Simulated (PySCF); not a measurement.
Electronic structure of Er³⁰⁺ (erbium, charge +30) at the UHF level

Configuration: [Kr] 4d2, high-spin 3F determinant. Calculation: PySCF 2.14, in an uncontracted even-tempered set (18 s from 2.5 bohr⁻², ratio 2.5; 12 p from 3.2 bohr⁻², ratio 2.5; 9 d from 3.2 bohr⁻², ratio 2.5; 4 f from 13 bohr⁻², ratio 2.7; 3 g from 20 bohr⁻², ratio 2.7); the non-relativistic Hamiltonian (point nucleus).

```json
{"Total energy": "-12036.871786 hartree", "One-electron energy": "-14923.4819 hartree", "Hartree (Coulomb) energy": "3107.8465 hartree", "Exchange energy": "-221.2364 hartree", "Kinetic energy": "12039.10522 hartree", "⟨S²⟩": "2.0012", "⟨L²⟩": "12.016", "Sum of ⟨r⟩": "9.500 bohr", "Sum of ⟨r²⟩": "3.773 bohr²", "Density at the nucleus (Gaussians lack the cusp)": "222000 bohr⁻³", "Spin density at the nucleus": "-1.22 bohr⁻³"}
```

```csv
shell,electrons,mean orbital energy (hartree),spread (hartree),"rms radius, mean of both spins (bohr)"
1s α,1,-2022.79283,0,0.0258
1s β,1,-2022.78845,0,0.0258
2s α,1,-365.28927,0,0.102
2s β,1,-365.14507,0,0.102
2p α,3,-350.02986,0,0.0882
2p β,3,-349.88819,0,0.0882
3s α,1,-113.79726,0,0.255
3s β,1,-113.72530,0,0.255
3p α,3,-106.92153,0,0.246
3p β,3,-106.84723,0,0.246
3d α,5,-94.34940,0.18580,0.218
3d β,5,-94.20569,0.05493,0.218
4s α,1,-49.96370,0,0.521
4s β,1,-49.59884,0,0.521
4p α,3,-46.82934,0,0.525
4p β,3,-46.38303,0,0.525
4d α,2,-41.84396,0,0.519
```

A non-relativistic calculation at this Z misses sizeable relativistic shifts. Spin-orbit coupling is strong in this species (close to jj coupling), so the high-spin LS determinant is a model state, not a physical level.

Spin-orbit constants ζ (cm⁻¹) from the X2C one-electron operator on these orbitals (non-relativistic here): bare nucleus, nucleus screened by l(l+1)(2l+1)/3 electrons, and screened by the Breit-Pauli mean field of the electrons.

```tsv
shell	bare	screened nucleus	mean field
2p	3628000	3521000	3466000
3p	755800	733600	720100
3d	153600	131000	127900
4p	215600	209300	205300
4d	41350	35270	34370
```

To first order the Landé constant is A = 17180 cm⁻¹, so the lowest level has J = 2 and lies 8.52 eV below the centre of the term. This holds in LS coupling only, and this species is close to jj coupling.
